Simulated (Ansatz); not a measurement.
The same path of CH$_{5}$AsO (8 atoms, charge 0, multiplicity 1) was run 3 times with different band settings. The coordinate that changes most is the height of As3 over the plane of its neighbours.

Computed with RKS PBE0/def2-SVP (Ansatz).

Relaxed end points:

```xyz
8
Properties=species:S:1:pos:R:3
C -0.426 0.880 -0.216
O -0.777 -0.144 0.669
As 0.257 -1.602 0.777
H -0.405 0.535 -1.269
H 0.567 1.312 0.016
H -1.178 1.680 -0.130
H 1.618 -0.882 0.832
H 0.437 -1.835 -0.735
```

```xyz
8
Properties=species:S:1:pos:R:3
C -0.487 1.035 -0.303
O -0.332 -0.049 0.571
As 1.149 -1.055 0.339
H -0.774 0.720 -1.325
H 0.424 1.659 -0.385
H -1.297 1.670 0.091
H 0.859 -1.921 1.560
H 0.550 -2.115 -0.603
```

Common settings: movable images 5; climbing image yes; optimiser quadratic models (default); start path through a guess of the saddle point; force threshold 0.05 eV/Å; iteration limit 60; end points relaxed.

| run | spring |
| --- | --- |
| 1 | 5.0 eV/Å² |
| 2 | 0.1 eV/Å² |
| 3 | 2.0 to 10.0 eV/Å², energy-weighted |

(1) What does each run give, and how far can it be trusted?

## Answers

(1) Run 1: converged after 10 iterations, highest image 2.384 eV above the first end. Neighbouring images differ by up to 1.9 eV, so the band resolves the path poorly. A vibrational analysis at the climbing image gives one clearly imaginary mode, 1197i cm⁻¹: a first-order saddle point.
Run 2: converged after 9 iterations, highest image 2.384 eV above the first end. Neighbouring images differ by up to 1.9 eV, so the band resolves the path poorly. Another band between the same ends (5 images) ends at a top of the same energy, where a vibrational analysis finds 1 clearly imaginary mode.
Run 3: converged after 15 iterations, highest image 2.383 eV above the first end. Neighbouring images differ by up to 1.3 eV, so the band resolves the path poorly. Another band between the same ends (5 images) ends at a top of the same energy, where a vibrational analysis finds 1 clearly imaginary mode.
